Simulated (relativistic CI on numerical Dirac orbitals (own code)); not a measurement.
**Co II: calculation against measurement**

Method of calculation: Dirac-Coulomb-Breit CI, KLI orbitals optimised for each configuration, model QED, valence Slater integrals scaled by 0.85, P86 correlation estimate, and configurations built on the next ion tied to the tabulated ionisation energy (semi-empirical) (own radial code, finite nucleus).

CI space (outside the closed core [Ar]): 3d8, 3d7.4s, 3d7.4p, 3d7.4d, 3d7.5s, 3d7.4f, 3d6.4s2, 3d6.4s.4p, 3d7.5p, 3d7.5d, 3d7.5f, 3d7.5g, 3d6.4s.5s, 3d6.4p2. Levels of other configurations are missing.

```tsv
Configuration	Term (tabulated)	J	Measured (cm⁻¹)	Computed	Error	Purity (%)
3d8	a 3F	4	0.0	0	0	99
3d8	a 3F	3	950.3	883	-67	99
3d8	a 3F	2	1597.2	1492	-105	99
3d7.4s	a 5F	5	3350.5	8540	5190	99
3d7.4s	a 5F	4	4029.0	9198	5169	99
3d7.4s	a 5F	3	4560.8	9713	5152	99
3d7.4s	a 5F	2	4950.1	10091	5141	99
3d7.4s	a 5F	1	5204.7	10339	5134	99
3d7.4s	b 3F	4	9812.9	15666	5853	98
3d7.4s	b 3F	3	10708.3	16540	5832	99
3d7.4s	b 3F	2	11321.9	17149	5827	99
3d7.4p	z 5F°	5	45197.7	48083	2885	96
3d7.4p	z 5F°	3	45972.0	48818	2846	67
3d7.4p	z 5F°	2	46452.7	49294	2841	81
3d7.4p	z 5F°	1	46786.4	49623	2837	92
3d7.4p	z 5D°	3	47039.1	49702	2663	67
3d7.4p	z 5G°	6	47078.5	50125	3047	99
3d7.4p	z 5G°	5	47345.8	50497	3151	88
3d7.4p	z 5D°	2	47537.4	50161	2624	80
3d7.4p	z 5G°	4	47807.5	50917	3110	91
3d7.4p	z 5D°	1	47848.8	50449	2600	90
3d7.4p	z 5D°	0	47995.6	50585	2589	96
3d7.4p	z 5G°	3	48150.9	51244	3093	95
3d7.4p	z 5G°	2	48388.4	51477	3088	98
```

Measured levels from NIST Handbook of Basic Atomic Spectroscopic Data (Sansonetti and Martin, J. Phys. Chem. Ref. Data 34, 1559 (2005)); pairs were made by configuration, J and term (by order where the table uses no LS term), so strongly mixed levels may be paired wrongly.

Mean error by configuration (cm⁻¹): 3d8 -86; 3d7.4s 5412; 3d7.4p 2875. Over the excited levels the mean absolute error is 3515 cm⁻¹ (23 of the 25 excited levels that our extract of the source holds in range could be paired, and the others can miss by more), and the median relative error of those above 1,000 cm⁻¹ is 6.5 %. Some levels of the ground configuration have no partner.

Transition probabilities of persistent lines. The last column rescales the computed rate by the cube of measured over computed energy:

```tsv
λ measured (Å)	Lower	Upper	A tabulated (s⁻¹)	A computed	A rescaled
2286.16 air	3d7.4s a 5F_5	3d7.4p z 5G°_6	3.30e+08	3.51e+08	4.09e+08
2307.86 air	3d7.4s a 5F_4	3d7.4p z 5G°_5	2.60e+08	3.11e+08	3.59e+08
2311.60 air	3d7.4s a 5F_3	3d7.4p z 5G°_4	2.80e+08	3.06e+08	3.53e+08
2314.06 air	3d7.4s a 5F_2	3d7.4p z 5G°_3	2.80e+08	2.94e+08	3.40e+08
2353.42 air	3d7.4s a 5F_3	3d7.4p z 5D°_3	1.80e+08	2.06e+08	2.47e+08
2383.46 air	3d7.4s a 5F_4	3d7.4p z 5F°_3	1.80e+08	2.18e+08	2.59e+08
2388.92 air	3d7.4s a 5F_5	3d7.4p z 5F°_5	1.50e+08	2.91e+08	3.45e+08
```
